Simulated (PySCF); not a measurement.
**NaPb and its ions**

r²SCAN; PySCF, scalar-relativistic core potentials, basis sets Na cc-pVDZ, Pb cc-pVDZ-PP with ECP60. Neutral (UKS): quartet (σ ↑, π ↑↑), Re = 2.965 Å, ωe = 169 cm⁻¹, De = 1.22 eV, HOMO -3.42 eV, LUMO -2.15 eV.

NaPb⁺ (UKS): triplet (σ ↑, π ↑), Re = 3.461 Å, ωe = 104 cm⁻¹. The energies at the minima are -355.21064 hartree for NaPb and -355.00057 for NaPb⁺.

Work out the adiabatic ionisation energy, without and with harmonic zero-point energies (1 hartree = 27.2114 eV, 1 eV = 8065.5 cm⁻¹), and the change of the bond length.

At r²SCAN: 0.21007 hartree = 5.716 eV between the minima; the zero-point term (104.0 − 169.0)/2 cm⁻¹ = -0.004 eV makes it 5.712 eV. Re changes by +49.6 pm against the neutral. The electron leaves a π orbital; in so polar a molecule the change of length follows mostly from the change of the ionic charges.

These are scalar-relativistic numbers at best; spin–orbit coupling would shift them, the dissociation energy most. States were picked by a PBE0 search and need not be the measured ground states.
